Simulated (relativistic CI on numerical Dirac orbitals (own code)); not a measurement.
Electric-dipole lines of Lu⁴³⁺

Computed by Dirac-Coulomb-Breit CI, KLI orbitals optimised for each configuration, model QED (radiative potential, 1s self-energy scaled to tabulated hydrogen-like ionisation energies), unscaled Slater integrals (own radial code, finite nucleus).

CI space (outside the closed core [Ne]): 3s²3p⁶3d¹⁰, 3s²3p⁶3d⁹4s, 3s²3p⁶3d⁹4p, 3s²3p⁶3d⁹4d, 3s²3p⁵3d¹⁰4s, 3s²3p⁶3d⁹4f, 3s²3p⁵3d¹⁰4p, 3s²3p⁶3d⁸4s², 3s²3p⁵3d¹⁰4d, 3s²3p⁶3d⁸4s4p, 3s3p⁶3d¹⁰4s, 3s²3p⁶3d⁹5s, 3s²3p⁶3d⁸4p², 3s²3p⁵3d¹⁰4f, 3s²3p⁶3d⁸4s4d, 3s²3p⁶3d⁹5p, 3s3p⁶3d¹⁰4p, 3s²3p⁶3d⁹5d, 3s²3p⁵3d⁹4s², 3s²3p⁶3d⁸4p4d, 3s²3p⁶3d⁹5f, 3s²3p⁶3d⁹5g, 3s²3p⁵3d⁹4s4p, 3s3p⁶3d¹⁰4d, 3s²3p⁶3d⁸4d², 3s²3p⁵3d⁹4p², 3s²3p⁵3d⁹4s4d, 3s3p⁶3d¹⁰4f, 3s²3p⁶3d⁹6s, 3s3p⁶3d⁹4s², 3s²3p⁵3d¹⁰5s, 3s²3p⁶3d⁹6p, 3s²3p⁴3d¹⁰4s², 3s²3p⁵3d⁹4p4d, 3s²3p⁶3d⁹6d, 3s²3p⁵3d¹⁰5p. Levels of other configurations are missing.

```tsv
λ vac (nm)	Lower	Upper	A (s⁻¹)	log gf	S velocity/length
0.48441	3s²3p⁶3d¹⁰ ¹S0 [1]	3s²3p⁶3d⁹5f ¹P°1 [165]	1.25e+14	0.12	0.93
0.57835	3s²3p⁶3d¹⁰ ¹S0 [1]	3s²3p⁵3d¹⁰4d ¹P°1 [72]	7.86e+13	0.07	0.97
0.63597	3s²3p⁶3d¹⁰ ¹S0 [1]	3s²3p⁶3d⁹4f ¹P°1 [59]	3.34e+14	0.78	0.94
0.65597	3s²3p⁶3d¹⁰ ¹S0 [1]	3s²3p⁶3d⁹4f ³D°1 [49]	8.58e+13	0.22	0.94
1.5687	3s²3p⁶3d⁹4d ³G4 [19]	3s²3p⁶3d⁹5f ³H°5 [132]	9.00e+12	0.56	0.98
1.5980	3s²3p⁶3d⁹4d ³G5 [23]	3s²3p⁶3d⁹5f ³H°6 [135]	9.69e+12	0.68	0.98
1.8684	3s²3p⁶3d⁹4f ³H°4 [52]	3s²3p⁶3d⁹5g ³I5 [166]	1.77e+13	1.01	0.99
1.8703	3s²3p⁶3d⁹4f ³H°5 [40]	3s²3p⁶3d⁹5g ³I6 [143]	1.76e+13	1.08	0.99
1.8760	3s²3p⁶3d⁹4f ³H°6 [42]	3s²3p⁶3d⁹5g ³I7 [145]	1.81e+13	1.16	0.99
1.8791	3s²3p⁶3d⁹4f ³G°4 [45]	3s²3p⁶3d⁹5g ³H5 [147]	1.42e+13	0.92	0.99
1.8810	3s²3p⁶3d⁹4f ³H°5 [55]	3s²3p⁶3d⁹5g ³I6 [167]	1.80e+13	1.09	0.99
1.8859	3s²3p⁶3d⁹4f ³F°4 [46]	3s²3p⁶3d⁹5g ³G5 [153]	1.45e+13	0.93	0.99
1.8889	3s²3p⁶3d⁹4f ³G°4 [58]	3s²3p⁶3d⁹5g ³H5 [172]	1.66e+13	0.99	0.99
1.8901	3s²3p⁶3d⁹4f ³G°5 [47]	3s²3p⁶3d⁹5g ³H6 [152]	1.61e+13	1.05	0.99
1.8922	3s²3p⁶3d⁹4f ¹F°3 [48]	3s²3p⁶3d⁹5g ¹G4 [151]	1.41e+13	0.83	0.99
5.6102	3s²3p⁶3d⁹4p ³F°2 [8]	3s²3p⁶3d⁹4d ³G3 [29]	6.15e+11	0.31	1.03
5.6244	3s²3p⁶3d⁹4p ³F°3 [7]	3s²3p⁶3d⁹4d ³G4 [19]	6.15e+11	0.42	1.03
7.1934	3s²3p⁶3d⁹4s ³D2 [5]	3s²3p⁶3d⁹4p ³F°3 [16]	3.10e+11	0.23	1.05
7.2039	3s²3p⁶3d⁹4s ³D3 [2]	3s²3p⁶3d⁹4p ³F°4 [10]	3.08e+11	0.33	1.06
7.9819	3s²3p⁶3d⁹4p ³F°4 [10]	3s²3p⁶3d⁹4d ³G5 [23]	2.67e+11	0.45	1.05
```

Terms are leading LS components. Brackets give the number of a level in order of energy, since labels repeat. The list gives strong lines, with weight on those to low levels, among the lowest 400 of 2285 levels, so that lines to higher ones, which can be the strongest, are missing. Levels whose partners in the same complex of configurations lie outside the list can be far off, and so can their lines. Rates are taken at the computed energies, electric ones in the length gauge. A velocity-to-length ratio far from 1 marks an uncertain rate.

At this charge energies of transitions that change n are usually good to better than 1 %, and those within a shell (Δn = 0) to a few per cent.

LS names give the leading component of a level, which can be under half, so a name can repeat, a term be missing and a line seem to break the LS rules.
